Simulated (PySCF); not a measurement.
Gas-phase reaction: Ti(OH)4 + 3 TiCl4 + 4 HCl → 4 TiCl4.H2O

Computed with PySCF and rigid-rotor harmonic-oscillator thermochemistry at 1 bar. † marks an energy on the PBE0/def2-TZVP geometry and frequencies; other levels use their own. 6-31G* has spherical d functions here. All species are closed-shell singlets. Adducts (TiCl4.H2O) have no counterpoise correction, and HF, PBE, BLYP, B3LYP and PBE0 lack dispersion. Ti(OH)4, TiCl4.H2O: computed as isolated molecules; such fragments, hydroxides, amides, oligomers or adducts are transient or little studied in the gas.

M06-2X/def2-TZVP† gives ΔH°(298 K) = -236 kJ.

**Question.** What do HF/6-31G*, PBE/def2-SVP, r2SCAN/def2-TZVP† give?

**Answer.** HF/6-31G*: -139 kJ; PBE/def2-SVP: -236 kJ; r2SCAN/def2-TZVP†: -208 kJ. For scale, ΔH°(298 K) is -236 kJ at this level, -200 kJ at ωB97M-V/def2-TZVP†, and runs from -540 to -87 kJ over the 19 levels computed.
